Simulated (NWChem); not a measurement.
Program: NWChem. System: boron monoxide dimer (B2O2), charge 0, spin multiplicity 1, at a geometry optimised with B3LYP/def2-SVP. Level: CCSD(T)/STO-3G, 4 core orbitals frozen.

Input file:

```
start mol
memory heap 100 mb stack 700 mb global 1900 mb
geometry units angstroms nocenter noautoz
  O      0.000000     0.000000    -2.025303
  B      0.000000     0.000000    -0.824590
  B      0.000000     0.000000     0.824590
  O      0.000000     0.000000     2.025303
  symmetry group D2h
end
basis spherical
  * library sto-3g
end
scf
  rhf
  nopen 0
  maxiter 100
  thresh 1e-7
  semidirect memsize 60000000 filesize 0
end
tce
  freeze core 4
  ccsd(t)
  2eorb
  2emet 13
  thresh 1e-6
  maxiter 100
  tilesize 24
end
task tce energy
```

Output (cleaned and shortened):

```
             Northwest Computational Chemistry Package (NWChem) 7.3.0
             --------------------------------------------------------

                                NWChem Input Module
                                -------------------

 Scaling coordinates for geometry "geometry" by  1.889725989
 (inverse scale =  0.529177249)

 Turning off AUTOSYM since
 SYMMETRY directive was detected!

                             Geometry "geometry" -> ""
                             -------------------------

 Output coordinates in angstroms (scale by  1.889725989 to convert to a.u.)

  No.       Tag          Charge          X              Y              Z
 ---- ---------------- ---------- -------------- -------------- --------------
    1 O                    8.0000     0.00000000     0.00000000    -2.02530300
    2 B                    5.0000     0.00000000     0.00000000    -0.82459000
    3 B                    5.0000     0.00000000     0.00000000     0.82459000
    4 O                    8.0000     0.00000000     0.00000000     2.02530300

 Effective nuclear repulsion energy (a.u.)      66.4950701259

            Nuclear Dipole moment (a.u.)
            ----------------------------
        X                 Y               Z
 ---------------- ---------------- ----------------
     0.0000000000     0.0000000000    -0.0000000000

      Symmetry information
      --------------------

 Group name             D2h
 Group number             26
 Group order               8
 No. of unique centers     2

      Symmetry unique atoms

     1    2


 Summary of "ao basis" -> "" (spherical)
 ------------------------------------------------------------------------------
       Tag                 Description            Shells   Functions and Types
 ---------------- ------------------------------  ------  ---------------------
 *                           sto-3g                   on all atoms

 Summary of "ao basis" -> "ao basis" (spherical)
 ------------------------------------------------------------------------------
       Tag                 Description            Shells   Functions and Types
[...]
      Beta frozen virtuals :     0
         Spin multiplicity : singlet
    Number of AO functions :    20
       Number of AO shells :    12
        Use of symmetry is : on
      Symmetry adaption is : on
         Schwarz screening : 0.10D-09

          Correlation Information
          -----------------------
          Calculation type : Coupled-cluster singles & doubles w/ perturbation
   Perturbative correction : (T)
            Max iterations :      100
        Residual threshold : 0.10D-05
     T(0) DIIS level shift : 0.00D+00
     L(0) DIIS level shift : 0.00D+00
     T(1) DIIS level shift : 0.00D+00
     L(1) DIIS level shift : 0.00D+00
     T(R) DIIS level shift : 0.00D+00
     T(I) DIIS level shift : 0.00D+00
   CC-T/L Amplitude update :  5-th order DIIS
                I/O scheme : Global Array Library
        L-threshold :  0.10D-05
        EOM-threshold :  0.10D-05
 no EOMCCSD initial starts read in
 TCE RESTART OPTIONS
 SLICE:      F
 D4D5:       F
 quantumc:   F
 qrotation:  F
 pwtce:      F
 qducc:      F
 nacto:                         0
 nrotv:                         0
 nrot:                          0

            Memory Information
            ------------------
          Available GA space size is     249036400 doubles
          Available MA space size is     104856340 doubles

 Maximum block size supplied by input
 Maximum block size        24 doubles

 tile_dim =      3

 -------------------------------------------------

 Global array virtual files algorithm will be used

 Parallel file system coherency ......... OK

 4-electron integrals stored in orbital form

 v2    file size   =             1748
 4-index algorithm nr.  13 is used
 imaxsize =       30
 imaxsize ichop =        0


CCSD iterations
 ---------------------------------------------------------
 Iter          Residuum       Correlation     Cpu    Wall
 ---------------------------------------------------------
    1   0.1039845224333  -0.2427022498522     0.3     0.3
    2   0.0449281653820  -0.2427630935168     0.3     0.3
    3   0.0220838707417  -0.2486820448182     0.3     0.3
    4   0.0118405831802  -0.2500514712286     0.3     0.3
    5   0.0062538043376  -0.2514619302094     0.3     0.3
    6   0.0010841324135  -0.2525379694420     0.3     0.3
    7   0.0005423914628  -0.2525869609334     0.3     0.3
    8   0.0002961658591  -0.2525414859454     0.3     0.3
    9   0.0001732191649  -0.2525606764888     0.3     0.3
   10   0.0001019675404  -0.2525562854697     0.3     0.3
   11   0.0000242898325  -0.2525642452596     0.3     0.3
   12   0.0000104990384  -0.2525608894598     0.3     0.3
   13   0.0000051701817  -0.2525625956297     0.3     0.3
   14   0.0000029635429  -0.2525623365963     0.3     0.3
   15   0.0000016499267  -0.2525626421154     0.3     0.3
   16   0.0000004500199  -0.2525627090364     0.3     0.3
 -----------------------------------------------------------------
 Iterations converged
 CCSD correlation energy / hartree =        -0.252562709036416
 CCSD total energy / hartree       =      -196.779214740036963

 Singles contributions

 Doubles contributions
 CCSD(T)
 Using plain CCSD(T) code
             total no. of tasks         2438
 total no. of tasks / no. procs         2438
                         wl_min            1           1.0
                         wl_max          144           2.3
        thresh for no. of tasks         2438

 CCSD[T]  correction energy / hartree =        -0.022228766348486
 CCSD[T] correlation energy / hartree =        -0.274791475384902
 CCSD[T] total energy / hartree       =      -196.801443506385453
 CCSD(T)  correction energy / hartree =        -0.014873772561662
 CCSD(T) correlation energy / hartree =        -0.267436481598078
 CCSD(T) total energy / hartree       =      -196.794088512598620

 Task  times  cpu:        5.5s     wall:        5.5s

 Total times  cpu:        5.5s     wall:        5.5s
```
